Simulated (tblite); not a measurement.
C₇H₁₁FOSi.
Cartesian coordinates in Å at the GFN2-xTB level; atoms count from 1:
```xyz
21
C7H11FOSi angstrom
F      1.632    2.215    0.539
C      1.552    0.867    0.843
C      2.768    0.132    0.275
O      2.454   -1.218    0.057
C      1.281   -1.347   -0.739
Si     0.079   -0.021   -0.037
C     -0.996    0.953   -1.218
C     -2.278    0.735   -0.943
C     -2.643   -0.196    0.169
C     -1.415   -0.531    1.028
H      1.529    0.809    1.935
H      3.627    0.143    0.948
H      3.047    0.624   -0.670
H      0.962   -2.383   -0.641
H      1.531   -1.166   -1.794
H     -0.686    1.606   -2.016
H     -3.091    1.181   -1.500
H     -3.440    0.241    0.774
H     -3.051   -1.108   -0.277
H     -1.426   -1.576    1.325
H     -1.445    0.058    1.943
```

Computed with GFN2-xTB (tblite): harmonic, unscaled wavenumbers at the GFN2-xTB geometry, gas phase. Against measured fundamentals such values can be off by several per cent, at times by over 20. One conformer, not necessarily the lowest.

Harmonic wavenumbers (cm⁻¹): 52.0, 60.1, 91.3, 142.3, 151.4, 240.9, 261.9, 307.3, 353.7, 402.5, 473.3, 546.7, 623.9, 648.7, 658.9, 710.8, 737.9, 759.6, 813.4, 844.2, 905.8, 928.8, 934.4, 944.3, 987.8, 1037.2, 1052.5, 1064.4, 1089.1, 1119.5, 1135.9, 1140.2, 1182.4, 1203.1, 1240.1, 1245.5, 1251.6, 1268.1, 1293.4, 1319.0, 1326.1, 1454.5, 1458.1, 1473.3, 1479.5, 1645.0, 2860.2, 2869.4, 2934.1, 2937.7, 2970.2, 2989.4, 2996.8, 3000.6, 3028.4, 3054.9, 3103.4.

A = 1950, B = 840.6, C = 716.5 MHz; mass 158.056 u (most abundant isotopes); point group C1, symmetry number 1.

Zero-point energy?

Half the sum of the wavenumbers: 36403 cm⁻¹ = 435.47 kJ/mol.

Entropy at 298.15 K, 1 bar (ideal gas, RRHO, classical rotation)?

Translation 172.00, rotation 125.49, vibration 126.29: S = 423.8 J/(mol K).

And Cp and H(298.15 K) − H(0)?

Cp = 170.89 J/(mol K), of which vibrations give 137.64 (their classical limit is 57 R = 473.9); H(298.15 K) − H(0) = 29.84 kJ/mol without the zero-point energy, 19.92 from vibrations.

What must be added to the electronic energy to get the Gibbs energy at 298.15 K and 1 bar?

ZPE + [H(298.15 K) − H(0)] − T·S = 435.47 + 29.84 − 126.35 = 338.96 kJ/mol.

Which modes carry the vibrational entropy at 298.15 K?

52.0 cm⁻¹: 19.83; 60.1 cm⁻¹: 18.64; 91.3 cm⁻¹: 15.20; 142.3 cm⁻¹: 11.60; 151.4 cm⁻¹: 11.11; 240.9 cm⁻¹: 7.52 J/(mol K); the other 51 give 42.41 together.

Blend soft modes into free rotors: weight 1/[1 + (100 cm⁻¹/ν̃)⁴] for the oscillator and the rest for a rotor with moment μB/(μ + B), μ = h/(8π²ν), B = 10⁻⁴⁴ kg m². What vibrational entropy results?

115.47 J/(mol K) in place of 126.29, which changes −T·S at 298.15 K by +3.23 kJ/mol.

Hindered rotation and anharmonicity are outside this model. Other conformers, if any are populated, would add a mixing term that is left out. The structure is chiral; the term R ln 2 for an equal mix with its mirror image is left out.

Time: 1.8 s wall. Hardware: one thread of an Arm Neoverse N1 (shared host). This covers the Hessian and the dipole derivatives.
